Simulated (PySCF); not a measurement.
## NMR problem set

[PySCF 2.14: PBE0/pcSseg-1 with gauge-including orbitals; GFN2-xTB structure; gas phase; single conformer; rapidly exchanging positions averaged; relativity neglected]

Shifts are taken against calculated references (same method and geometry level): ¹H (σref 31.72) and ¹³C (σref 186.93) vs TMS. Where no couplings were computed, multiplicities follow the n + 1 count of equivalent neighbours, and m marks all less simple cases (inequivalent or close neighbours, rings, F or P nearby). Shifts are as computed. Against solution values, carbons near 30 ppm lie about +3 ppm off and those near 130 ppm about +5 ppm; carbons on Cl a further +6 ppm. Of 1309 compounds with measured shifts, 239 miss one by over three times the rms of a fit or turn the order of signals round; such compounds aren't used in these exercises. Carbons bonded to Cl come out too deshielded. OH and NH positions are gas-phase values without hydrogen bonding to other molecules.

(1) C7H10Si. ¹H NMR (400 MHz, computed): δ 7.20 (m, 1H), 6.87 (d, 1H), 6.11 (m, 1H), 5.96 (m, 1H), 5.41 (m, 1H), 5.21 (m, 1H), 4.54 (m, 2H), 3.24 (d, 2H). ¹³C{¹H} NMR (computed): δ 157.1, 155.1, 149.5, 149.3, 133.2, 120.5, 45.8. What is it?

(2) C3H8O4Si. ¹H NMR (300 MHz, computed): δ 8.10 (s, 1H), 2.99 (br s, 2H), 1.10 (t, 3H), 0.82 (q, 2H). ¹³C{¹H} NMR (computed): δ 166.8 (CH), 9.7 (CH2), 8.9 (CH3). Identify the compound.

(3) C6H7ClSi. ¹H NMR (600 MHz, computed): δ 5.97 (d, 1H), 4.55 (m, 1H), 4.06 (m, 1H), 3.16 (m, 1H), 2.70 (m, 1H), 2.43 (m, 1H), 1.92 (m, 1H). ¹³C{¹H} NMR (computed): δ 141.8 (C), 140.6 (CH), 104.8 (CH), 85.9 (C), 43.3 (CH2), 28.0 (CH). Identify the compound.

Results:

(1) `[SiH2]1C(CC=C)=CC=C1`. Rings plus π bonds: 4 (1 ring in the answer). 7 carbon signals for 7 carbons: no two carbons are equivalent. Carbon types of the structure: 1 × C, 4 × CH, 2 × CH2, leaving 2 H on heteroatoms. δC 157.1, 149.5, 149.3, 133.2: alkene CH; an sp2 carbon of a C=C bond. δC 155.1: fully substituted alkene carbon; the olefinic region. δC 120.5: terminal =CH2 carbon; an sp2 carbon of a C=C bond. δH 7.20, 6.87, 6.11, 5.96: hydrogen on an alkene CH; a vinylic proton, deshielded by the sp2 carbon and the C=C anisotropy.

The shifts were computed for this structure.

(2) SMILES CC[Si](O)(O)OC=O. Rings plus π bonds: 1 (no ring in the answer). 3 carbon signals for 3 carbons: no two carbons are equivalent. Carbon types of the structure: 1 × CH, 1 × CH2, 1 × CH3, leaving 2 H on heteroatoms. δC 166.8: carbonyl carbon. δC 8.9: methyl carbon; a saturated carbon with 1 carbon neighbour and no heteroatom attached. δH 2.99: hydrogen on an oxygen bonded to Si; exchangeable; this is the value without hydrogen bonding to other molecules. δH 0.82: hydrogen on an sp3 CH2 bonded to Si; an electropositive neighbour shields it, as in TMS itself.

The shifts were computed for this structure.

(3) `C#C[SiH2][C@@H]1C=C(Cl)C1`. Rings plus π bonds: 4 (1 ring in the answer). 6 carbon signals for 6 carbons: no two carbons are equivalent. Carbon types of the structure: 2 × C, 3 × CH, 1 × CH2, leaving 2 H on heteroatoms. δC 141.8: fully substituted alkene carbon; the olefinic region. δC 140.6: alkene CH; the olefinic region. δC 104.8: terminal alkyne carbon; sp carbons lie upfield of alkene carbons because the cylindrical π system leaves one tensor component strongly shielded. δC 85.9: alkyne carbon; sp carbons lie upfield of alkene carbons because the cylindrical π system leaves one tensor component strongly shielded.

This is the structure that produced the data.
